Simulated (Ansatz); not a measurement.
`C[Si@@H](O)O[Si@H](O)Cl` + CH₄ → `C[SiH2]O` + `CO[SiH](O)Cl`  (formal exchange of groups at the Si–O bond)

Isolated molecules relaxed with PBE0-D4/def2-TZVP in Ansatz; ΔE leaves out vibrations. CCSD(T)/CBS is the MP2 limit (def2-TZVPP, def2-QZVPP) plus CCSD(T) − MP2 in def2-TZVPP, frozen cores. This one scheme is used for every species. DFT in def2-TZVPP. Each species was taken in one conformer, which may not be the lowest.

**Question.** Is it downhill or uphill in electronic energy at CCSD(T)/CBS, and by how much? (An estimate is asked.)

**Answer.** Computed: Uphill: ΔE = +246.5 kJ/mol.

**Question.** What do these levels give: PBE0-D4, r2SCAN, PBE0, SCS-MP2/def2-TZVPP, MP2/def2-QZVPP, SCS-MP2/def2-QZVPP? (Estimate.)

**Answer.** Computed: PBE0-D4 239.1, r2SCAN 245.9, PBE0 232.5, SCS-MP2/def2-TZVPP 244.3, MP2/def2-QZVPP 253.0, SCS-MP2/def2-QZVPP 245.8 kJ/mol.

Largest T1 diagnostic among the species: 0.011.

The D4 term adds +11.2 kJ/mol with B3LYP and +6.6 kJ/mol with PBE0; it sums over pairs of atoms, weighted by their polarisabilities, and B3LYP, whose exchange is more repulsive, gets the larger term. In def2-TZVPP, CCSD(T) changes the Hartree–Fock value by +6.7 kJ/mol (the triples alone add +0.9 kJ/mol) and MP2 by +14.0 kJ/mol.

B3LYP here is the variant with VWN-RPA as its local correlation; programs differ in this.
